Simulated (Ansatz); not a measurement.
Wavefunction ladder for AlAsH₆O₃ (`[OH][Al-]([OH])([OH])[AsH3+]`)

```
atom   x (Å)   y (Å)   z (Å)
  O1   2.052   0.162   0.258
 Al2   0.655   0.083  -0.724
  O3   0.047   1.533  -1.393
  O4   0.296  -1.391  -1.512
 As5  -1.125  -0.145   1.243
  H6   2.515   0.988   0.385
  H7  -0.435   1.528  -2.218
  H8   0.890  -2.136  -1.451
  H9  -2.591  -0.294   0.926
 H10  -1.271   0.959   2.261
 H11  -1.034  -1.286   2.225
```

Total charge 0; spin multiplicity 1. Correlated methods include outer-core shells of As, which these sets cover unevenly. Scalar relativity is left out up to krypton. The structure was optimised at the PBE0-D4/def2-TZVP level. It is one conformer, not always the lowest. Frozen core, restricted reference, the Gaussian-basis code of Ansatz.

```csv
basis,HF (Eh),MP2 corr.,CCSD corr.,(T),CCSD(T) total
def2-SVP,?,-0.87779,?,-0.01894,?
def2-TZVPP,?,-1.09675,-1.11942,-0.03807,?
def2-QZVPP,-2704.55870,?,–,–,–
```

(1) Fill in the withheld values. (Estimate.)

## Answers

(1) The calculation gave: def2-SVP HF (Eh): -2703.83009; def2-SVP CCSD corr.: -0.90925; def2-SVP CCSD(T) total: -2704.75828; def2-TZVPP HF (Eh): -2704.49416; def2-TZVPP CCSD(T) total: -2705.65165; def2-QZVPP MP2 corr.: -1.44680.
